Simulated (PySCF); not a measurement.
## C3H6AsBO2

Geometry:
```csv
atom,x (Å),y (Å),z (Å)
O1,3.364,-1.656,0.806
C2,2.793,-1.266,-0.177
C3,1.871,-0.181,-0.240
C4,1.075,0.731,-0.309
B5,0.109,1.903,-0.387
O6,-1.191,1.650,-0.241
As7,-2.710,-0.688,0.205
H8,2.939,-1.745,-1.169
H9,0.540,2.984,-0.575
H10,-1.790,2.396,-0.280
H11,-2.415,-0.829,-1.252
H12,-3.239,-2.096,0.213
H13,-1.352,-1.203,0.527
```

The calculation used GIAO PBE0/pcSseg-1 magnetisability, rotational g tensor and spin-rotation constants, non-relativistic, gas phase in PySCF. Geometry: GFN2-xTB.

The bonding changed while the geometry was optimised; results refer to the coordinates, not to the name. The calculation is non-relativistic, which matters for the atoms heavier than Zn.

(1) Give the nuclear spin-rotation constants along the inertial axes (H = +C I·J) beside the isotropic shieldings.

(2) How do the rotational constants and the g tensor change when H8, H9, H10, H11, H12, H13 are replaced by deuterium?

## Answers

(1) Rotational constants 2.2713, 0.5740, 0.4677 GHz. A star marks the isotopologue with that one atom substituted, in its own axes.
| atom | isotope | Caa (kHz) | Cbb (kHz) | Ccc (kHz) | mean (kHz) | σ (ppm) |
| --- | --- | --- | --- | --- | --- | --- |
| B5 | 11B | 0.766 | 0.169 | 0.077 | 0.338 | 66.3 |
| As7 | 75As | 2.156 | 0.542 | 0.461 | 1.053 | 1959.4 |
| H8 | 1H | -0.173 | -0.042 | 0.042 | -0.057 | 22.1 |
| H9 | 1H | -0.165 | 0.025 | -0.045 | -0.062 | 26.6 |
| H10 | 1H | -0.035 | -0.009 | -0.061 | -0.035 | 25.3 |
| H11 | 1H | -0.231 | -0.059 | 0.005 | -0.095 | 29.6 |
| H12 | 1H | -0.210 | 0.000 | -0.046 | -0.085 | 29.7 |
| H13 | 1H | 0.010 | -0.050 | -0.051 | -0.030 | 29.5 |
| O1 | 17O* | -1.135 | -0.285 | -0.446 | -0.622 | -403.7 |
| C2 | 13C* | 0.800 | 0.206 | 0.205 | 0.404 | 7.1 |
| C3 | 13C* | 0.592 | 0.132 | 0.174 | 0.300 | 72.7 |
| C4 | 13C* | 0.538 | 0.137 | 0.176 | 0.284 | 75.7 |
| O6 | 17O* | -0.653 | -0.176 | -0.032 | -0.287 | 125.7 |

For the geometry as given, no vibrational averaging.

(2) Constants 2.0124, 0.5549, 0.4470 GHz; g -0.0195, -0.0080, -0.0066, against -0.0220, -0.0083, -0.0069 before.
